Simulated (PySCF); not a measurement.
**Spinor energies of Cu (copper, neutral)**

Start: [Ar] 3d10 4p1; 4p3/2 filled at m_j = +3/2. Calculated with PySCF 2.14 in x2c-TZVPall-2c (6s7p4d1f, 54 functions): generalised Hartree-Fock with the X2C-1e Hamiltonian and a Gaussian nucleus; one run each with spin-orbit coupling (SO) switched off, then screened by Boettger's factors. This is a chosen level, not necessarily the ground level.

```csv
spinor shell,electrons,"ε, spin-free (eV)","ε, screened SO (eV)",weight of nominal j (screened SO),"rms radius, screened SO (bohr)"
1s1/2,2,-9048.2,-9048.1,1.000,0.0601
2s1/2,2,-1134.3,-1134.3,1.000,0.254
2p1/2,2,-974.88,-988.99,1.000,0.226
2p3/2,4,-974.88,-968.04,1.000,0.229
3s1/2,2,-141.05,-141.06,1.000,0.767
3p1/2,2,-92.348,-94.260,0.999,0.811
3p3/2,4,-92.348,-91.442,1.000,0.822
3d3/2,4,-13.880,-14.138,0.973,1.14
3d5/2,6,-13.880,-13.729,0.982,1.17
4p3/2,1,-2.479,-2.463,1.000,3.65
```

| quantity | spin-free | screened SO |
| --- | --- | --- |
| E (hartree) | -1652.95623 | -1652.99650 |
| M_J | 3/2 | 3/2 |
| ⟨J²⟩ | 3.786 | 3.789 |
| ⟨L²⟩ | 2.026 | 2.028 |
| ⟨S²⟩ | 0.761 | 0.763 |

Without spin-orbit coupling the j labels of p, d and f shells carry no meaning; the spin-free column gives the mean over the occupied spinors of each nl shell.
